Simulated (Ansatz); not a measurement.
Ansatz (a program for electronic structure) input (HF/aug-cc-pV(Q+d)Z):
A basis named .json is the Basis Set Exchange file of that set.

Ansatz 0.2 input:
```yaml
crystal:
  periodic: [false, false, false]
  atoms:
    - {symbol: C, position_ang: [2.29985122, -1.00679158, 0.89497712]}
    - {symbol: O, position_ang: [1.48918425, 0.13931335, 0.76681714]}
    - {symbol: Al, position_ang: [-0.02297880, 0.42842260, 0.09009759]}
    - {symbol: O, position_ang: [-0.70294881, 1.97942869, 0.12219498]}
    - {symbol: O, position_ang: [-0.87382754, -0.83128119, -0.62739330]}
    - {symbol: C, position_ang: [-2.12299317, -0.94359300, -1.26954242]}
    - {symbol: H, position_ang: [1.83472332, -1.89476770, 0.45556056]}
    - {symbol: H, position_ang: [3.25980924, -0.83925377, 0.39854377]}
    - {symbol: H, position_ang: [2.49409472, -1.20710415, 1.95241682]}
    - {symbol: H, position_ang: [-0.26163024, 2.73189017, 0.51779826]}
    - {symbol: H, position_ang: [-2.74826941, -1.66803282, -0.74005916]}
    - {symbol: H, position_ang: [-2.65783118, 0.01059121, -1.30721359]}
    - {symbol: H, position_ang: [-1.98258356, -1.30019621, -2.29387403]}
basis:
  gaussian:
    orbitals: aug-cc-pV_Q+d_Z.json
hamiltonian:
  xc: hf
```

End of the output:

```
integrals: 2.34 GiB planned
2274 factors; their error is unknown
9.39 GiB of device memory are held for the factors and their scratch space
mean field: 11.41 GiB planned
mean field evaluation 1: about -14867.6451 eV, gradient 6.1e1 eV
mean field evaluation 2: about -14872.0094 eV, gradient 4.0e1 eV
mean field evaluation 4: about -14874.4713 eV, gradient 9.5e-1 eV
mean field evaluation 8: about -14874.6925 eV, gradient 1.2e-1 eV
mean field -14874.69255223 eV, -546.6348688658 hartree, gradient 3.4e-5 eV, S^2 0.000000; 0 other end points of the search recorded, 0 dependent functions left out
reference -14874.69255223 eV, -546.6348688658 hartree; 28, 28 occupied and 783, 783 virtual orbitals, 2274 factors
Total energy: -14874.69255223 eV, -546.6348688658 hartree
```
